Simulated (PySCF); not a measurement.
## Computed properties of C2H12OSi3, SMILES CO[Si@@H]([SiH3])C[SiH3]

C₂H₁₂OSi₃, SMILES CO[Si@@H]([SiH3])C[SiH3]. Coordinates come from a B3LYP-D3(BJ)/def2-SVP optimisation. The structure was generated by enumeration; whether it is a known compound was not checked. Other conformers were not sampled. All values are computed for the isolated molecule unless a solvent is named; none is compared with measurement here.

**Structure.** All 48 harmonic modes at B3LYP-D3(BJ)/def2-SVP (PySCF) are real, so it is a minimum. With heavy atoms numbered as in [CH3:1][O:2][Si@@H:3]([SiH3:4])[CH2:5][SiH3:6], the shortest bond between them is C1–O2 at 1.409 Å and the longest Si3–Si4 at 2.346 Å.

**Vibrations.** The strongest infrared lines (harmonic, unscaled, degenerate partners summed) lie at 807 cm⁻¹ (376 km/mol, H 71 %, Si 17 %, C 10 %), 1140 cm⁻¹ (256 km/mol, O 45 %, C 36 %, H 17 %), 2218 cm⁻¹ (197 km/mol, H 97 %). The softest mode is at 43 cm⁻¹ and the zero-point energy is 80.4 kcal/mol.

**Electronic structure.** r2SCAN/def2-TZVP (PySCF) places the frontier levels at -6.82 and -0.72 eV, a gap of 6.10 eV, and gives a dipole moment of 1.76 D. PBE/def2-TZVP (PySCF) at the same geometry gives -6.51 and -0.97 eV, so its gap is 0.56 eV narrower. An orbital gap is neither the optical nor the fundamental gap.

**Excitations.** TDA-CAM-B3LYP/def2-SVPD (PySCF) has S1 at 6.87 eV (180 nm, f = 0.014, weak); the most intense of the 6 singlets computed lies at 8.00 eV (f = 0.23). T1 (TDA) is at 6.12 eV, 0.75 eV under S1. TDA-PBE/def2-SVPD (PySCF) puts S1 at 5.70 eV. No vertical singlet excitation falls in the visible range (under 3.1 eV).

**NMR.** GIAO shifts at HF/pcSseg-1 (PySCF) (non-relativistic, atoms alike by connectivity averaged): ¹³C from -7.4 to 51.2 ppm against TMS; ¹H from 0.3 to 4.8 ppm against TMS; ²⁹Si from -94.2 to -0.5 ppm against TMS.

**Solvation.** SMD-ωB97X/def2-SVP (PySCF) gives 2.0 kcal/mol in water, -2.9 kcal/mol in methanol, -1.8 kcal/mol in n-hexane (1 M in both phases, gas-phase geometry); of these solvents methanol holds the molecule best.
